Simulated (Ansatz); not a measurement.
One change: `C=[CH][In]([F])[Cl]` becomes `C[CH2][In]([F])[Cl]`.

Ansatz, PBE0-D4/def2-TZVP geometries, multiplicity 1. Each molecule was computed in one conformer, which needn't be the lowest.

Elements past krypton have def2 core potentials.

```json
{"property": "HOMO energy (PBE0/def2-TZVPP) / eV", "`C=[CH][In]([F])[Cl]`": "-8.72"}
{"property": "ideal-gas entropy at 298 K and 1 bar (rigid rotor, harmonic PBE0-D4/def2-TZVP) / J/(mol·K)", "`C=[CH][In]([F])[Cl]`": "375"}
{"property": "LUMO energy (B3LYP/def2-TZVPP) / eV", "`C=[CH][In]([F])[Cl]`": "-2.13"}
{"property": "HOMO–LUMO gap (PBE0/def2-TZVPP) / eV", "`C=[CH][In]([F])[Cl]`": "6.84"}
{"property": "HOMO energy (PBE/def2-TZVPP) / eV", "`C=[CH][In]([F])[Cl]`": "-7.36"}
{"property": "size of the dipole moment (B3LYP/def2-TZVPP) / D", "`C=[CH][In]([F])[Cl]`": "4.12"}
```

(1) Give the same properties after the change, and the shifts. (Estimate.)

## Answers

(1) Computed: 
| property | `C[CH2][In]([F])[Cl]` | shift |
| --- | --- | --- |
| HOMO energy (PBE0/def2-TZVPP) / eV | -8.34 | 0.38 |
| ideal-gas entropy at 298 K and 1 bar (rigid rotor, harmonic PBE0-D4/def2-TZVP) / J/(mol·K) | 396 | 21 |
| LUMO energy (B3LYP/def2-TZVPP) / eV | -1.93 | 0.20 |
| HOMO–LUMO gap (PBE0/def2-TZVPP) / eV | 6.75 | -0.09 |
| HOMO energy (PBE/def2-TZVPP) / eV | -7.09 | 0.27 |
| size of the dipole moment (B3LYP/def2-TZVPP) / D | 4.50 | 0.38 |

With PBE0 the HOMO rises by 0.38 eV and the LUMO rises by 0.27 eV, so the gap narrows by about 0.11 eV. PBE moves the HOMO by 0.27 eV and ωB97M-V by 0.43 eV. The zero-point energy changes by 60.5 kJ/mol with +6 modes. Dipoles are sizes alone; their direction can turn. Modes under 60 cm⁻¹, often nearly free rotors, make the harmonic entropy too high.

B3LYP here is the variant with VWN-RPA as its local correlation; programs differ in this.
